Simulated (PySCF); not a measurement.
**Löwdin shares of the frontier orbitals**

Species: C3H11PSi2.
Geometry (PBE0-D3(BJ)/def2-SVP, Å), atoms numbered from 1 in this order:
```xyz
17
C3H11PSi2 angstrom
C     -1.870    1.380    0.325
C     -1.402    0.127    0.231
C     -1.542   -0.871    1.344
Si    -0.490   -0.401   -1.330
Si     1.828   -0.542   -0.894
P      2.143   -0.084    1.311
H     -1.768    2.104   -0.490
H     -2.384    1.731    1.229
H     -0.554   -1.202    1.711
H     -2.069   -1.777    1.003
H     -2.095   -0.451    2.199
H     -0.717    0.608   -2.411
H     -0.988   -1.735   -1.797
H      2.577    0.402   -1.784
H      2.352   -1.920   -1.145
H      3.511    0.303    1.167
H      1.647    1.251    1.192
```

Computed with TDDFT CAM-B3LYP/def2-SVPD, vertical, gas phase, core orbitals frozen in the response (PySCF).

Frontier orbitals with the atoms that hold most of them (Löwdin shares over 4%, at most four atoms; ? is withheld):

```tsv
orbital	ε (eV)	atoms
LUMO+2	1.04	Si5 27%, P6 16%, Si4 12%, H14 8%
LUMO+1	0.72	Si4 14%, C1 14%, C2 14%, Si5 13%
LUMO	?	?
HOMO	-8.64	?
HOMO-1	-8.70	P6 61%, Si5 16%, H17 6%, H16 6%
HOMO-2	-9.65	C2 22%, Si4 19%, Si5 15%, C1 14%
HOMO-3	-10.16	P6 17%, C2 17%, Si4 13%, Si5 11%
```

Task: Give the leading atoms of the LUMO.

Result: Si5 (bonded to P, Si and 2 H) 18%; Si4 (bonded to C, Si and 2 H) 17%; C1 (bonded to C and 2 H) 14%; C2 (bonded to 2 C and Si) 13%. By element: silicon 35%, carbon 28% or more.

Task: Give the leading atoms of the HOMO.

Result: C1 (bonded to C and 2 H) 26%; C2 (bonded to 2 C and Si) 23%; Si5 (bonded to P, Si and 2 H) 13%; Si4 (bonded to C, Si and 2 H) 12%. By element: carbon 50% or more, silicon 24%.

Task: What is the LUMO energy, and the HOMO–LUMO gap?

Result: ε(LUMO) = 0.54 eV; the gap is 9.18 eV (0.3374 hartree).

Task: How does S1 compare with the orbital gap of 9.18 eV?

Result: S1 is at 6.21 eV (f = 0.059), 2.97 eV below the gap, made of HOMO→LUMO (72%), HOMO→LUMO+1 (8%). Without the coupling terms of the response equations the lowest excitation would equal the gap.

Next come S2 at 6.30 eV (f 0.048), HOMO-1→LUMO (60%), HOMO-1→LUMO+1 (13%); S3 at 6.51 eV (f 0.064), HOMO-1→LUMO+3 (48%), HOMO-1→LUMO+1 (16%), HOMO→LUMO+1 (11%); S4 at 6.53 eV (f 0.103), HOMO→LUMO+1 (50%), HOMO-1→LUMO+3 (10%); S5 at 6.68 eV (f 0.060), HOMO→LUMO+2 (17%), HOMO-1→LUMO+2 (11%), HOMO→LUMO+1 (10%).

One conformer stands for the species.
